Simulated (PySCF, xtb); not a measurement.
ScCl3, SMILES [Cl][Sc]([Cl])[Cl].

Harmonic wavenumbers (cm⁻¹) from GFN2-xTB (xtb) at its own minimum, in rising order: 57, 63, 63, 265, 366, 366.

Q: What does PySCF 2.14.0 with ωB97X-D3(BJ)/def2-SVP give at its own minimum? (An estimate is asked for; the answer gives what the named calculation found.)

A: 70, 96, 96, 365, 501, 501. Paired by order, the mean absolute difference is 75 cm⁻¹ and the zero-point energies are 1.7 and 2.3 kcal/mol.
